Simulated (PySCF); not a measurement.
**CdAs: script and output**

Input:

```python
from pyscf import gto, scf

mol = gto.M(
    atom='Cd 0 0 0; As 0 0 2.575',
    basis='def2-svpd',
    ecp={'Cd': 'def2-svpd'},
    charge=0,
    spin=3,
    symmetry=True,
    verbose=4,
)
mf = scf.UHF(mol)
mf.kernel()
mf.mulliken_pop()
mf.dip_moment()
print('orbital energies (hartree):', [e[max(0, n-3):n+3].round(4) for e, n in zip(mf.mo_energy, mol.nelec)])
```

```bash
$ OMP_NUM_THREADS=1 python input.py
```

The log (some set-up lines and the per-cycle HOMO/LUMO lines with their warnings removed):

```
PySCF version 2.14.0

[INPUT] Symbol           X                Y                Z      unit          X                Y                Z       unit  Magmom
[INPUT]  1 Cd     0.000000000000   0.000000000000   0.000000000000 AA    0.000000000000   0.000000000000   0.000000000000 Bohr   0.0
[INPUT]  2 As     0.000000000000   0.000000000000   2.575000000000 AA    0.000000000000   0.000000000000   4.866044770755 Bohr   0.0

nuclear repulsion = 135.633770565903
point group symmetry = Coov
symmetry origin: [0.         0.         1.98246268]
symmetry axis x: [1. 0. 0.]
symmetry axis y: [0. 1. 0.]
symmetry axis z: [0. 0. 1.]
num. orbitals of irrep A1 = 26
num. orbitals of irrep E1x = 15
num. orbitals of irrep E1y = 15
num. orbitals of irrep E2x = 7
num. orbitals of irrep E2y = 7
num. orbitals of irrep E3x = 1
num. orbitals of irrep E3y = 1
number of shells = 26
number of NR pGTOs = 140
number of NR cGTOs = 72
basis = def2-svpd
ecp = {'Cd': 'def2-svpd'}

******** <class 'pyscf.scf.uhf_symm.SymAdaptedUHF'> ********
method = SymAdaptedUHF
initial guess = minao
damping factor = 0
level_shift factor = 0
DIIS = <class 'pyscf.scf.diis.CDIIS'>
SCF conv_tol = 1e-09
SCF max_cycles = 50
number electrons alpha = 28  beta = 25
Freeze 0 electrons in irreps []
    53 free electrons in irreps A1 E1x E1y E2x E2y E3x E3y
init E= -2385.24173985794

cycle= 1 E= -2399.93238087626  delta_E= -14.7  |g|= 1.19  |ddm|= 2.74

cycle= 2 E= -2400.01218704107  delta_E= -0.0798  |g|= 1.27  |ddm|= 3.27
cycle= 3 E= -2400.73486191738  delta_E= -0.723  |g|= 0.0929  |ddm|= 1.45
cycle= 4 E= -2400.74934966704  delta_E= -0.0145  |g|= 0.0352  |ddm|= 0.282
cycle= 5 E= -2400.75166521022  delta_E= -0.00232  |g|= 0.0159  |ddm|= 0.11
cycle= 6 E= -2400.75226981441  delta_E= -0.000605  |g|= 0.00543  |ddm|= 0.0706
cycle= 7 E= -2400.75236309312  delta_E= -9.33e-05  |g|= 0.00197  |ddm|= 0.0347
cycle= 8 E= -2400.75237646529  delta_E= -1.34e-05  |g|= 0.00114  |ddm|= 0.011
cycle= 9 E= -2400.75238204912  delta_E= -5.58e-06  |g|= 0.000778  |ddm|= 0.00619
cycle= 10 E= -2400.75238548075  delta_E= -3.43e-06  |g|= 0.000404  |ddm|= 0.00574
cycle= 11 E= -2400.75238672164  delta_E= -1.24e-06  |g|= 0.000136  |ddm|= 0.00463
cycle= 12 E= -2400.75238681154  delta_E= -8.99e-08  |g|= 3.07e-05  |ddm|= 0.00132
cycle= 13 E= -2400.75238681403  delta_E= -2.49e-09  |g|= 7.96e-06  |ddm|= 0.000178
cycle= 14 E= -2400.75238681423  delta_E= -2.08e-10  |g|= 1.91e-06  |ddm|= 6.27e-05
Extra cycle  E= -2400.75238681424  delta_E= -9.55e-12  |g|= 1.06e-06  |ddm|= 5.9e-06
converged SCF energy = -2400.75238681424  <S^2> = 3.7891943  2S+1 = 4.0195494
 ** Mulliken pop       alpha | beta **
pop of  0 Cd 4s       -0.18971 | -0.18605
pop of  0 Cd 5s        0.82452 | 0.81348
pop of  0 Cd 6s        0.36060 | 0.36839
pop of  0 Cd 7s        0.47278 | 0.35769
pop of  0 Cd 8s        0.35772 | 0.20406
pop of  0 Cd 4px       0.99199 | 0.99228
pop of  0 Cd 4py       0.99199 | 0.99228
pop of  0 Cd 4pz       0.99453 | 0.99442
pop of  0 Cd 5px       0.01433 | 0.00816
pop of  0 Cd 5py       0.01433 | 0.00816
pop of  0 Cd 5pz       0.07839 | 0.04107
pop of  0 Cd 6px       0.01903 | 0.00001
[60 lines left out]
In total            28.00000 | 25.00000
 ** Mulliken atomic charges   ( Nelec_alpha | Nelec_beta ) **
charge of  0Cd =      0.20803  (    10.16710      9.62486 )
charge of  1As =     -0.20803  (    17.83290     15.37514 )
Dipole moment(X, Y, Z, Debye):  0.00000,  0.00000, -1.15381
orbital energies (hartree): [array([-0.3545, -0.3545, -0.2627,  0.0476,  0.0476,  0.1   ]), array([-0.749 , -0.5884, -0.3086,  0.019 ,  0.0231,  0.0231])]
```

In short: E(SCF) = -2400.752387 Eh, 14 cycles, ⟨S²⟩ = 3.789, μz(SCF) = -1.15 D.

Hardware: Intel Xeon Platinum 8488C, 1 thread, shared host. Wall time 2.9 s.

The bond length is a typed value, not an optimised one. No search for the lowest solution was made.
